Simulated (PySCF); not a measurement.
Radial density of Sn²⁺ (tin, charge +2)

UHF, [Kr] 4d9 5s2 6s1, 6s spin antiparallel (an excited configuration). All numbers are calculated (PySCF 2.14, the spin-free X2C one-electron Hamiltonian (Gaussian nucleus), in aug-cc-pwCVTZ-DK3 with one added diffuse shell each of s, p, d, f type (11s10p8d5f1g, 125 functions)).

```json
{"r (bohr)": "0.0304", "4πr²ρ (e/bohr)": "58.68", "4πr²(ρα − ρβ)": "-0.0002"}
{"r (bohr)": "0.0511", "4πr²ρ (e/bohr)": "59.93", "4πr²(ρα − ρβ)": "0.0047"}
{"r (bohr)": "0.0859", "4πr²ρ (e/bohr)": "82.36", "4πr²(ρα − ρβ)": "0.0521"}
{"r (bohr)": "0.145", "4πr²ρ (e/bohr)": "61.13", "4πr²(ρα − ρβ)": "0.2364"}
{"r (bohr)": "0.243", "4πr²ρ (e/bohr)": "66.84", "4πr²(ρα − ρβ)": "0.2627"}
{"r (bohr)": "0.409", "4πr²ρ (e/bohr)": "36.95", "4πr²(ρα − ρβ)": "0.0027"}
{"r (bohr)": "0.688", "4πr²ρ (e/bohr)": "22.27", "4πr²(ρα − ρβ)": "0.8759"}
{"r (bohr)": "1.16", "4πr²ρ (e/bohr)": "13.22", "4πr²(ρα − ρβ)": "0.8520"}
{"r (bohr)": "1.95", "4πr²ρ (e/bohr)": "2.512", "4πr²(ρα − ρβ)": "0.0334"}
{"r (bohr)": "3.27", "4πr²ρ (e/bohr)": "0.3859", "4πr²(ρα − ρβ)": "-0.1121"}
{"r (bohr)": "5.51", "4πr²ρ (e/bohr)": "0.2434", "4πr²(ρα − ρβ)": "-0.2415"}
{"r (bohr)": "9.26", "4πr²ρ (e/bohr)": "0.007793", "4πr²(ρα − ρβ)": "-0.0078"}
```

Densities and radii are taken from the X2C orbitals without a picture-change correction, which distorts them close to the nucleus.

The outer electron is Rydberg-like, and this basis confines it to a smaller radius and binds it less than a complete one would. With the s spin flipped the determinant is a mixture of two multiplicities, not a spectroscopic state.
